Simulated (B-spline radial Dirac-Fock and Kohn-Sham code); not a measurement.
**Kohn-Sham estimates against Dirac-Fock for the levels of N²⁺**

System: the N²⁺ ion, configuration 1s2 2s2 2p1.

The density-functional columns are spherical, spin-unpolarised Dirac-Kohn-Sham results without Breit or QED terms: −ε is minus the orbital energy of the initial state and ΔSCF the difference of two total energies. The reference in the last column comes from ΔSCF Dirac-Fock with Breit, self-energy and vacuum polarisation, finite nucleus, configuration average. All numbers are from a B-spline atomic structure program, in eV; a selection of levels is shown. The Kohn-Sham columns are given as differences from the reference.

```
level  LDA −ε − DF  LDA ΔSCF − DF  PBE −ε − DF  PBE ΔSCF − DF  Dirac-Fock
   1s        -37.5           +4.7        -34.3           +8.3       458.1
   2s         -6.8           +2.2         -6.6           +2.4       55.73
   2p         -9.5            0.0         -9.7           -0.1       47.16
```

For the outermost level NIST gives 47.4453 eV (semi-empirical); the differences from it are LDA −ε -9.82, LDA ΔSCF -0.27, PBE −ε -9.93, PBE ΔSCF -0.36, Dirac-Fock -0.28 eV. The computed values are configuration averages and the table refers to the lowest terms.
